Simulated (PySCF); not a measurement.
C₄H₈F₂Si₂.
Cartesian coordinates in Å at the GFN2-xTB level; atoms count from 1:
```
atom  x, y, z in Å
F1    -3.0599    0.6141    0.9710
C2    -1.7098    0.4208    1.1475
C3    -0.9736    0.6093   -0.1745
Si4   -1.6870   -0.5375   -1.5502
C5     0.4296    0.3498    0.0171
C6     1.6001    0.1052    0.1789
Si7    3.3867   -0.2364    0.4474
F8     3.5380   -0.7822    1.9573
H9    -1.3842    1.1435    1.9049
H10   -1.5823   -0.5963    1.5324
H11   -1.0934    1.6515   -0.4914
H12   -3.0850   -0.1757   -1.7607
H13   -0.8827   -0.2954   -2.7479
H14   -1.5496   -1.9211   -1.0968
H15    4.1823    0.9830    0.4092
H16    3.8632   -1.3237   -0.3965
```

Method used: TDDFT PBE0/def2-SVPD, vertical, gas phase, core orbitals frozen in the response in PySCF.

Broadening: Gaussians 0.3 eV wide at half height, area fixed by f = 4.319×10⁻⁹ ∫ε dν̃. The width is an assumption, not a result. The curve ends short of the highest state used, and states not computed would add to its high-energy end.

| E (eV) | ε (L mol⁻¹ cm⁻¹) |
| --- | --- |
| 4.95 | 1 |
| 5.00 | 3 |
| 5.05 | 9 |
| 5.10 | 24 |
| 5.15 | 56 |
| 5.20 | 111 |
| 5.25 | 191 |
| 5.30 | 282 |
| 5.35 | 356 |
| 5.40 | 385 |
| 5.45 | 357 |
| 5.50 | 284 |
| 5.55 | 194 |
| 5.60 | 115 |
| 5.65 | 62 |
| 5.70 | 39 |
| 5.75 | 43 |
| 5.79 | 64 |
| 5.84 | 108 |
| 5.89 | 164 |
| 5.94 | 216 |
| 5.99 | 256 |
| 6.04 | 291 |
| 6.09 | 358 |
| 6.14 | 515 |
| 6.19 | 808 |
| 6.24 | 1221 |
| 6.29 | 1654 |
| 6.34 | 1949 |
| 6.39 | 1979 |
| 6.44 | 1726 |
| 6.49 | 1291 |
| 6.54 | 830 |
| 6.59 | 464 |
| 6.64 | 242 |
| 6.69 | 156 |
| 6.74 | 176 |
| 6.79 | 273 |
| 6.84 | 417 |
| 6.89 | 584 |
| 6.94 | 807 |
| 6.99 | 1305 |
| 7.04 | 2686 |
| 7.09 | 6130 |

Problem. Where are the band maxima, and which computed states make them?

Solution. 230 nm (5.40 eV), ε about 380, made up of S1 (100%); 195 nm (6.37 eV), ε about 2000, made up of S3 (100%) (ε in L mol⁻¹ cm⁻¹; maxima over ε = 5, shares over 10%). At its high-energy end, 7.09 eV, the curve is still rising (ε about 6100, from S5). The states used: S1 5.40 eV (f 0.0043); S2 6.00 eV (f 0.0026); S3 6.37 eV (f 0.022); S4 6.96 eV (f 0.0068); S5 7.38 eV (f 0.843); S6 7.49 eV (f 0.025); S7 7.62 eV (f 0.026); S8 7.69 eV (f 0.0094).

Problem. What would ε be at 6.37 eV, the highest of these maxima, with half the width (0.15 eV)?

Solution. About 4000 L mol⁻¹ cm⁻¹ against 2000, a factor of about 2.00; a lone state at its own centre would give exactly 2.

Problem. Coming from long wavelengths, where does ε first pass 100 L mol⁻¹ cm⁻¹?

Solution. At about 239 nm (5.19 eV), 0.21 eV below S1.

Problem. On this curve, what absorbance would a 10⁻⁴ mol/L sample give at 222 nm over a 1 cm path?

Solution. 222 nm is 5.585 eV, where ε is about 140 L mol⁻¹ cm⁻¹, so A = ε c l ≈ 0.014 (Beer–Lambert, with the gas-phase spectrum and the assumed width).

One conformer stands for the species.
